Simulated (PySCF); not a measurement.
Cl₂H₂MoN₂, SMILES [NH]=[Mo](=[NH])([Cl])[Cl], multiplicity 1. Coordinates come from a PBE0-D3(BJ)/def2-SVP optimisation. The spin state was assumed, not searched. The structure was generated by enumeration; whether it is a known compound was not checked. The def2 effective core potentials stand for the cores of Mo; spin–orbit coupling is left out.

Q: Give the equilibrium geometry at PBE0-D3(BJ)/def2-SVP (PySCF confirms it by a frequency run) as Cartesian coordinates in Å, and its point group. (An estimate is asked for; the answer gives what the named calculation found.)

A: point group C2v.
```xyz
7

Mo     0.0000     0.0000    -0.2473
N      0.0000    -1.3854    -1.2470
H      0.0000    -1.8699    -2.1438
N      0.0000     1.3854    -1.2470
H      0.0000     1.8699    -2.1438
Cl     1.9475     0.0000     0.9451
Cl    -1.9475     0.0000     0.9451
```
